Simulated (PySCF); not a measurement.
A structure optimised at PBE-D3(BJ)/def2-SVP, used in a PySCF frequency run:

```xyz
9

Cl    -0.4510    -2.5737     0.0000
C      1.0327    -1.6555     0.0000
C      1.0459    -0.3110     0.0000
Si    -0.5158     0.7302     0.0000
Cl     0.0667     2.7347     0.0000
H      1.9273    -2.2990     0.0000
H      2.0345     0.1799     0.0000
H     -1.3388     0.4800    -1.2290
H     -1.3388     0.4800     1.2290
```
Charge 0, spin multiplicity 1.

### Question
Write its SMILES, formula and point group.

### Answer
Cl/C=C\[SiH2]Cl, C2H4Cl2Si, Cs

### Question
What are its rotational constants (standard atomic weights)?

### Answer
9.1498, 0.90579, 0.83246 GHz
